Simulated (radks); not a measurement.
Q: All-electron atom: neutral calcium in [Ar] 4s2. Method: scalar-relativistic Kohn-Sham, LDA (Slater exchange, Perdew-Wang correlation), spin-unpolarised, spherical densities, point nucleus; hard spherical wall at 8 bohr; computed with a radial shooting solver on a logarithmic mesh with Libxc functionals. Some entries of the table are withheld. Estimate them.

orbital,occ.,eigenvalue (eV),r(max) (bohr)
1s,2,(1),0.05040
2s,2,-412.4066,0.3007
2p,6,(2),0.2465
3s,2,-46.1558,(3)
3p,6,-27.3188,1.046
4s,2,-3.3087,3.309
3d,0,-1.5311,1.286
4p,0,-0.4270,(4)
5s,0,(5),5.896

A: 
(1) 1s eigenvalue (eV): -3937.282
(2) 2p eigenvalue (eV): -333.8697
(3) 3s r(max) (bohr): 0.9931
(4) 4p r(max) (bohr): 4.035
(5) 5s eigenvalue (eV): 5.6834
